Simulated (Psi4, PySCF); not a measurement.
The Psi4 input:
```
memory 2 GB

molecule {
1 2
Te   -0.00572274    0.01236630    0.26693104
Cl    1.11337271   -1.43495632   -1.08899499
Cl    1.85279584    1.50725672    0.73992591
Cl   -1.06293622    1.32596783   -1.26356022
Cl   -1.88572747   -1.43609457    0.79613434
}

set {
  basis sto-3g
  reference uks
  scf_type pk
  puream true
  d_convergence 1e-8
  dft_radial_points 99
  dft_spherical_points 590
}

energy('b3lyp')
print_variables()
```

Task: Give the equivalent PySCF input.

Result: Several could match; the one computed here: 
```python
from pyscf import gto, scf, dft

mol = gto.M(
    atom='''
Te   -0.00572274    0.01236630    0.26693104
Cl    1.11337271   -1.43495632   -1.08899499
Cl    1.85279584    1.50725672    0.73992591
Cl   -1.06293622    1.32596783   -1.26356022
Cl   -1.88572747   -1.43609457    0.79613434
''',
    basis='sto-3g',
    charge=1,
    spin=1,
    verbose=4,
)

mf = dft.UKS(mol)
mf.xc = 'b3lyp'
mf.grids.atom_grid = (99, 590)
mf.grids.prune = None
mf.kernel()
```

Both were run: Psi4 gave -8369.665161 Eh and PySCF -8369.665191 Eh, 0.030 mEh apart.
